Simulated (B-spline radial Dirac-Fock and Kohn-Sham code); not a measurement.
# Atomic SCF run for Pt⁶⁺

ΔSCF core binding energies without Breit or QED terms, calculated with a B-spline atomic structure program. Keys: rel is the Hamiltonian (dirac, or spin-free x2c and nr, where L3 and M5 stand for the whole 2p and 3d shells), method is hf or an exchange,correlation pair (spin-unpolarised, also for the hole states), nuc the nuclear model, radius_factor scales its radius, rmax is the box in bohr, h the logarithmic mesh step, order the B-spline order, points the quadrature points per cell, c_factor scales the speed of light, and damp, ndamp, maxit and tol steer the iteration. The run stops when the commutator error falls below 10·tol·max(1, Z/10), or the numerical noise floor, and the energy has settled to about 1e-8 Ha; the virial ratio is −V/T.

Input (task.json):

```json
{"items": [{"Z": 78, "q": 6, "cfg": [[1, 0, 2], [2, 0, 2], [2, 1, 6], [3, 0, 2], [3, 1, 6], [3, 2, 10], [4, 0, 2], [4, 1, 6], [4, 2, 10], [4, 3, 14], [5, 0, 2], [5, 1, 6], [5, 2, 4]], "A": 195, "rrms": 5.427, "do": "settings", "holes": ["K", "L3", "M5"],
  "settings": [{"rel": "nr", "method": "hf", "nuc": "fermi", "radius_factor": 1.0, "rmax": 45.0, "h": 0.3, "order": 8, "points": 10, "c_factor": 1.0, "maxit": 60, "damp": 0.5, "ndamp": 3, "tol": 1e-08}]}]}
```

Command: `python xray2_run.py task.json out`

Ground-state iterations:

```
iter   energy (Ha)        error
   1   -17313.80070488  3.22e+00
   2   -17319.16174414  5.89e-01
   3   -17322.27070312  6.08e-02
   4   -17322.32744004  1.91e-02
   5   -17322.33122830  4.44e-03
   6   -17322.33145940  3.38e-03
   7   -17322.33153831  9.54e-05
   8   -17322.33153851  5.40e-05
   9   -17322.33153853  1.75e-06
  10   -17322.33153853  1.78e-07
```

The ground state converged in 10 iterations, with total energy -17322.33154 Ha, virial ratio 2.00000 and highest orbital energy -92.70 eV. ΔSCF binding energies: K (1s) 71743.4 eV, L3 (2p3/2) 11630.6 eV, M5 (3d5/2) 2278.3 eV.
